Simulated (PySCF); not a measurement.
GeH₃, SMILES [GeH3], multiplicity 2. Atoms are numbered in the order given.

```xyz
4

Ge     0.0000     0.0000     0.0407
H     -1.2656    -0.7307    -0.4342
H      0.0000     1.4614    -0.4342
H      1.2656    -0.7307    -0.4342
```
Charge 0, spin multiplicity 2.

Geometry: ωB97X-D3(BJ)/def2-TZVPD. The isomer is the one that the SMILES or the coordinates give; other isomers of the formula were not compared.

Computed with PBE/def2-TZVPD (PySCF).

Gas-phase values at a fixed geometry.

```yaml
total_energy: -2078.42128 hartree
point_group: C3v
"α spin, highest occupied and lowest empty level": -5.23 and -0.48 eV
"β spin, highest occupied and lowest empty level": -8.37 and -3.75 eV
dipole_moment: 0.02 D
quadrupole, principal values (traceless, Buckingham form, about the centre of nuclear charge): -0.40, 0.20, 0.20 D·Å
mean_static_polarisability: 38.6 bohr³ (5.73 Å³)
polarisability_principal_values: 37.3, 39.3, 39.3 bohr³
"⟨S²⟩": 0.752 (pure state 0.75)
```
